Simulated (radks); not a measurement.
The numbers below are computed, except where a source is named.
Q: Species: Ir+. Configuration: [Xe] 4f14 5d7 6s1. Code: a radial shooting solver on a logarithmic mesh with Libxc functionals. Model: scalar-relativistic Kohn-Sham, PBE, spin-polarised, spherical densities, point nucleus; open shells are filled with parallel spins first (spin-orbit coupling, left out, can overturn this in heavy ions); hard spherical wall at 10 bohr. Some entries of the table are withheld. Estimate them.

orbital  occ.  eigenvalue (eV)  r(max) (bohr)  <r> (bohr)
1s up       1        -76146.91        0.01082     0.01743
1s down     1        -76146.90        0.01082     0.01743
2s up       1        -13327.22        0.06228     0.07360
2s down     1        -13327.03        0.06228     0.07360
2p up       3        -11577.40        0.05138     0.06624
2p down     3        -11577.24        0.05138     0.06624
3s up       1        -3123.366         0.1756      0.1904
3s down     1        -3123.293         0.1756      0.1904
3p up       3        -2611.816         0.1745      0.1913
3p down     3        -2611.735         0.1745      0.1913
3d up       5        -2049.290         0.1421      0.1733
3d down     5        -2049.154         0.1421      0.1733
4s up       1        -672.7907         0.3972      0.4233
4s down     1        -672.6015         0.3972      0.4233
4p up       3        -505.0482         0.4174      0.4505
4p down     3        -504.8697         0.4175      0.4505
4d up       5        -299.1925         0.4262      0.4785
4d down     5        -298.9836         0.4263      0.4783
5s up       1        -106.8018         0.8917      0.9800
5s down     1        -105.3891         0.8893      0.9757
4f up       7         -70.4572         0.3951      0.5361
4f down     7         -70.1273         0.3950      0.5343
5p up       3         -63.7323          1.005       1.137
5p down     3         -61.9128          1.001       1.130
5d up       5         -16.2366          1.302       1.666
6s up       1         -14.3235          2.308       2.665
5d down     2         -13.9117          1.291       1.675
6s down     0         -12.3544          2.348       2.753
6p up       0              (1)          2.993       3.538
6p down     0              (2)          3.143       3.719
7s up       0          -3.1062            (3)         (4)
7s down     0          -2.2816            (5)         (6)
5f up       0           0.6587          5.908       5.834
5f down     0           1.3385          6.185       6.029

A: 
(1) 6p up eigenvalue (eV): -7.6869
(2) 6p down eigenvalue (eV): -6.3024
(3) 7s up r(max) (bohr): 5.700
(4) 7s up <r> (bohr): 5.626
(5) 7s down r(max) (bohr): 5.923
(6) 7s down <r> (bohr): 5.750
